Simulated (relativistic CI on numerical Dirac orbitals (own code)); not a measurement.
Nb5+: M2,3 absorption edge

Computed with this model: Dirac-Coulomb-Breit CI, KLI orbitals optimised for each configuration, model QED, valence Slater integrals scaled by 0.8, multiplet model of core-to-valence dipole absorption; configurations [Ar] 3d10 4s2 4p6 → [Ne] 3s2 3p5 3d10 4s2 4p6 4d; 10 K; Lorentzian 2 eV and Gaussian 0.4 eV FWHM. Energies are those of the free ion, without screening or charge transfer. The branching ratio is the share of the lower-energy edge in the whole absorption, uncertain by about 0.02 where the edges overlap. S is read from ⟨S²⟩ = S(S + 1).

Field parameters in Wybourne normalisation: D4h B²₀ = −7Ds, B⁴₀ = 21(Dq − Dt), B⁴₄ = 21√(5/14) Dq. The field is a parameter set, without covalency.

Peaks in eV (height, largest 100): 372.5 (100), 375.5 (87), 388.0 (48), 391.2 (33).

(1) Which surroundings give this spectrum?
A. D4h, 10Dq = 26850, Ds = -1500, Dt = 50 cm⁻¹
B. free ion
C. D4h, 10Dq = 26850, Ds = 3000, Dt = 50 cm⁻¹

Results:

(1) A. D4h, 10Dq = 26850, Ds = -1500, Dt = 50 cm⁻¹, where the ground state has S = 0.00.
